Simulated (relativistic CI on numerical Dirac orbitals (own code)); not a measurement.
## Cu⁴⁺ in a cubic cluster: 3p photoemission with charge transfer

Computed with a charge-transfer multiplet model of a cubic metal-ligand cluster with up to 3 ligand holes, Slater and spin-orbit integrals from Dirac-Coulomb-Breit ions, Slater integrals scaled by 0.8. The ground state mixes d7 with configurations of k ligand holes L, whose averages lie at kΔ + k(k − 1)U_dd/2; a core hole lowers each added d electron by U_cd. 300 K, Lorentzian 0.9 eV and Gaussian 0.8 eV FWHM.

Atomic integrals in eV (Slater integrals scaled, ζ unscaled), ground: F2dd 11.838, F4dd 7.422, zeta_d 0.120; with the core hole: F2dd 12.561, F4dd 7.909, zeta_d 0.129, zeta_core 1.819, F2cd 12.922, G1cd 15.775, G3cd 9.748.

Cluster parameters (eV): Δ = -0.9, U_cd = 7.7, 10Dq = 0.35, 10Dq(ligand) = 0.6, V(eg) = 1.65, V(t2g) = -0.8, final-state hopping factor = 0.8.

```csv
Case,n_d,d7,d8L,d9L2,d10L3,S
U_dd = 5.1 eV,7.58,0.47,0.49,0.05,0.00,1.49
U_dd = 5.8 eV,7.56,0.48,0.48,0.04,0.00,1.49
U_dd = 6.5 eV,7.55,0.49,0.48,0.03,0.00,1.49
U_dd = 7.2 eV,7.54,0.49,0.48,0.03,0.00,1.50
U_dd = 7.9 eV,7.53,0.50,0.47,0.03,0.00,1.50
```

Weights, n_d and S are thermal averages at 300 K. Binding energies count from the first peak over 30 % of the highest in each spectrum, which can be another peak from case to case. The parameters are a model scan and need not match a compound or its usual spin state. Peaks in eV (height, largest 100):
- U_dd = 5.1 eV: 0.0 (100), 6.1 (95), 7.8 (81), 11.9 (62), 14.1 (36), 18.9 (37), 21.6 (38), 27.3 (8), 30.6 (25)
- U_dd = 5.8 eV: 0.0 (100), 6.2 (98), 7.8 (74), 11.7 (61), 13.9 (33), 18.7 (35), 21.4 (35), 27.1 (7), 30.4 (25)
- U_dd = 6.5 eV: 0.0 (100), 6.2 (100), 11.7 (58), 18.5 (34), 21.3 (33), 26.9 (7), 30.2 (25)
- U_dd = 7.2 eV: 0.0 (100), 6.2 (100), 11.6 (52), 18.2 (36), 21.2 (31), 26.7 (7), 30.0 (25)
- U_dd = 7.9 eV: 0.0 (99), 6.2 (100), 11.2 (48), 18.0 (39), 21.3 (28), 26.6 (7), 29.9 (25)

Curve for U_dd = 7.9 eV (points under 2 left out, the grid thinned):

```csv
E (eV),Intensity
-3.9,3.0
-3.1,4.3
-2.2,7.8
-1.3,20.8
-0.5,72.2
0.3,90.7
1.2,56.8
2.1,44.3
2.9,33.0
3.7,31.3
4.6,42.5
5.5,75.5
6.3,99.5
7.1,76.4
8.0,59.3
8.9,41.9
9.7,41.7
10.5,45.8
11.4,47.8
12.3,39.6
13.1,30.5
13.9,26.9
14.8,23.5
15.7,15.5
16.5,16.6
17.3,29.3
18.2,37.9
19.1,21.2
19.9,13.9
20.7,22.8
21.6,27.3
22.5,19.6
23.3,10.4
24.1,6.2
25.0,3.8
25.9,5.1
26.7,7.2
27.5,5.4
28.4,12.5
29.3,23.3
30.1,24.0
30.9,10.2
31.8,3.1
33.6,2.2
34.4,2.1
```

For the case U_dd = 6.5 eV, Δ = -0.9 eV is smaller than U_dd = 6.5 eV, the charge-transfer side of the Zaanen-Sawatzky-Allen scheme (negative Δ: between configuration averages a ligand hole costs less than the nominal valence; multiplet and field energies can change this for the lowest states). With the core hole the average of the configuration with one ligand hole lies at Δ − U_cd = -8.6 eV before mixing: it lies below the unscreened one, so the lowest final states are mostly screened and the unscreened weight appears at higher binding energy as a satellite.
